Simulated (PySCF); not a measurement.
**Molecular orbitals of GeBi⁺**

PBE at R = 2.683 Å; basis Ge def2-SVP, Bi def2-SVP with ECP60; scalar-relativistic core potentials; PySCF 2.14. State: ³Σ⁻ (triplet), unpaired electrons π ↑↑. Only the outer orbitals are listed, counted within each symmetry, core potentials removing the inner ones.

```csv
spin,orbital,occ.,ε (eV),on Ge (%),main shells (%)
α,10σ,1,-21.16,14,"85 Bi s, 11 Ge s"
α,11σ,1,-17.27,81,"82 Ge s, 13 Bi s"
α,12σ,1,-11.27,48,"50 Bi p, 40 Ge p"
α,6π,1,-11.25,31,"68 Bi p, 30 Ge p"
α,6π,1,-11.25,31,"68 Bi p, 30 Ge p"
α,7π,0,-9.09,68,"68 Ge p, 31 Bi p"
α,7π,0,-9.09,68,"68 Ge p, 31 Bi p"
α,13σ,0,-6.14,54,"55 Ge p, 46 Bi p"
β,10σ,1,-20.35,15,"84 Bi s, 12 Ge s"
β,11σ,1,-16.71,81,"81 Ge s, 14 Bi s"
β,12σ,1,-10.88,50,"48 Bi p, 44 Ge p"
β,6π,0,-10.19,41,"58 Bi p, 40 Ge p"
β,6π,0,-10.19,41,"58 Bi p, 40 Ge p"
β,7π,0,-8.25,58,"58 Ge p, 41 Bi p"
```

Task: Which are the highest filled and the lowest empty level, where do they sit, and how wide is the gap?

Result: Highest filled β 12σ at -10.88 eV (in %: 48 Bi p, 44 Ge p); lowest empty β 6π at -10.19 eV (in %: 58 Bi p, 40 Ge p); the gap at PBE is 0.69 eV.

The bond order (Mayer) is 1.82, the ⟨S²⟩ is 2.002 and the charge on Ge (Mulliken, basis-dependent) is 0.48. The charge on Ge (Löwdin, basis-dependent) is 0.43, the dipole moment (positive dipole points towards Bi; it is taken about the centre of mass and depends on that origin) is -2.26 D and the polarisability along the bond is 119.8 bohr³. The polarisability across the bond is 38.4 bohr³.

These are scalar-relativistic numbers at best; spin–orbit coupling would shift them, the dissociation energy most. The state is the lowest determinant that a PBE0 search found; another state may lie lower at other levels.
